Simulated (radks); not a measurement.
Initial-state core-level shifts of the osmium ion Os+ when its valence configuration changes from [Xe] 4f14 5d6 6s1. Calculated with a radial shooting solver on a logarithmic mesh with Libxc functionals: Dirac Kohn-Sham, PBE, spin-unpolarised, spherical densities, point nucleus; open shells fill j = l - 1/2 first. Shifts are changes of the shell-averaged eigenvalues in eV (positive: less bound).

valence                        1s       3s       4s       4p
4f13.5 5d6.5 6s1           -5.291   -6.616   -5.899   -5.697
4f13 5d6 6s1 6p1          -15.091  -17.919  -16.388  -15.972
4f13 5d6 6s2              -13.821  -16.658  -15.123  -14.708
4f12.5 5d6.5 6s1 6p1      -20.732  -24.996  -22.589  -21.949
4f13.5 5d6.5 6p1           -6.562   -7.875   -7.163   -6.960
4f14 5d4 6s1 6p2           -8.524   -8.776   -8.738   -8.740
4f14 5d5.5 6s1.5           -1.422   -1.485   -1.477   -1.478
4f14 5d7                   +2.624   +2.745   +2.736   +2.738
4f13.5 5d6.5 6s0.5 6p0.5   -5.934   -7.252   -6.538   -6.336
